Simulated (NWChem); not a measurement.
System: C$_{3}$H$_{7}$FSi; SMILES C[SiH](C=C)F

```xyz
12

Si     0.0337    -0.4659    -0.4346
C     -0.9049    -1.7921     0.5000
F      1.5678    -0.3708     0.1657
C     -0.7283     1.2264    -0.2144
C     -0.0539     2.2520     0.3442
H      0.1504    -0.8306    -1.8901
H     -1.9405    -1.8767     0.1096
H     -0.4173    -2.7818     0.3919
H     -0.9644    -1.5441     1.5789
H     -1.7707     1.3961    -0.5463
H      0.9884     2.1302     0.6861
H     -0.5055     3.2495     0.4843
```
Atoms are numbered in this order, from 1.

Program: NWChem. Medium grid unless said otherwise, to which SCAN and Minnesota functionals are sensitive. All runs use the structure optimised with PBE-D3(BJ)/def2-SVP. Not confirmed as a minimum by frequencies. Hybrids' shares of exact exchange are those that their runs print; pure functionals count as 0. The functionals differ in more than this share.

```csv
row,share of exact exchange,highest occupied level (eV)
PBE/def2-SVP,0.00,-6.72
KT2/def2-SVP,0.00,-6.71
TPSSh/def2-SVP,0.10,withheld
B3LYP/def2-SVP,0.20,-7.63
PBE0/def2-SVP,0.25,-7.91
M05-2X/def2-SVP,0.56,-9.16
```

### Question
Fit a straight line of the last column on the one before it, predict the withheld value, and compare with the run.

### Answer

1. Means of the 5 shown rows: x = 0.202, y = -7.626. Slope Σ(x − x̄)(y − ȳ)/Σ(x − x̄)² = -0.9308/0.2121 = -4.389; intercept -6.739.
2. The shown rows scatter about the line by 0.040 (root mean square); the largest residual is -0.07, at PBE0/def2-SVP.
3. At x = 0.10 (TPSSh/def2-SVP; inside the shown range) the line gives -7.18.
4. The run gives -7.23, -0.05 from the line, 1.2 times the scatter.
